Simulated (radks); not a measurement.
The numbers below are computed, except where a source is named.
Mean orbital radii <r> (bohr) of the thallium ion Tl2+, [Xe] 4f14 5d10 6s1, at several levels of relativity; Dirac values are averaged over j with weights 2j + 1. Spin-unpolarised spherical Kohn-Sham, PBE, point nucleus unless stated (finite: rms radius 5.4759 fm), a radial shooting solver on a logarithmic mesh with Libxc functionals. A level marked "c x" has the speed of light scaled by that factor.

[
 {"shell": "3s", "non-rel.": "0.1980", "scalar-rel.": "0.1775", "scalar-rel., finite nucleus": "0.1776", "Dirac": "0.1770", "change of magnitude, last against first (%)": "-10.62"},
 {"shell": "3p", "non-rel.": "0.1885", "scalar-rel.": "0.1793", "scalar-rel., finite nucleus": "0.1793", "Dirac": "0.1781", "change of magnitude, last against first (%)": "-5.49"},
 {"shell": "3d", "non-rel.": "0.1644", "scalar-rel.": "0.1624", "scalar-rel., finite nucleus": "0.1624", "Dirac": "0.1624", "change of magnitude, last against first (%)": "-1.17"},
 {"shell": "4s", "non-rel.": "0.4338", "scalar-rel.": "0.3916", "scalar-rel., finite nucleus": "0.3917", "Dirac": "0.3914", "change of magnitude, last against first (%)": "-9.76"},
 {"shell": "4p", "non-rel.": "0.4369", "scalar-rel.": "0.4176", "scalar-rel., finite nucleus": "0.4176", "Dirac": "0.4160", "change of magnitude, last against first (%)": "-4.79"},
 {"shell": "4d", "non-rel.": "0.4424", "scalar-rel.": "0.4398", "scalar-rel., finite nucleus": "0.4398", "Dirac": "0.4400", "change of magnitude, last against first (%)": "-0.54"},
 {"shell": "4f", "non-rel.": "0.4573", "scalar-rel.": "0.4676", "scalar-rel., finite nucleus": "0.4676", "Dirac": "0.4682", "change of magnitude, last against first (%)": "+2.40"},
 {"shell": "5s", "non-rel.": "0.9744", "scalar-rel.": "0.8771", "scalar-rel., finite nucleus": "0.8774", "Dirac": "0.8780", "change of magnitude, last against first (%)": "-9.90"},
 {"shell": "5p", "non-rel.": "1.050", "scalar-rel.": "1.007", "scalar-rel., finite nucleus": "1.007", "Dirac": "1.004", "change of magnitude, last against first (%)": "-4.37"},
 {"shell": "5d", "non-rel.": "1.339", "scalar-rel.": "1.362", "scalar-rel., finite nucleus": "1.362", "Dirac": "1.364", "change of magnitude, last against first (%)": "+1.83"},
 {"shell": "6s", "non-rel.": "2.543", "scalar-rel.": "2.273", "scalar-rel., finite nucleus": "2.274", "Dirac": "2.275", "change of magnitude, last against first (%)": "-10.55"},
 {"shell": "6p (empty)", "non-rel.": "3.024", "scalar-rel.": "2.912", "scalar-rel., finite nucleus": "2.912", "Dirac": "2.899", "change of magnitude, last against first (%)": "-4.14"}
]
